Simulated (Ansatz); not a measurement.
Name a neutral molecule of C, Ga, N, Si and H with HOMO–LUMO gap (PBE/def2-TZVPP) between 3.75 and 4.05 eV and LUMO energy (PBE/def2-TZVPP) between -1.75 and -1.45 eV (Ansatz, PBE0-D4/def2-TZVP geometry).

`[NH2][Ga]1[CH2]C[SiH2]1` (3.82 eV, -1.60 eV). Other molecules can fit too; these were computed, each in one conformer that needn't be the lowest.
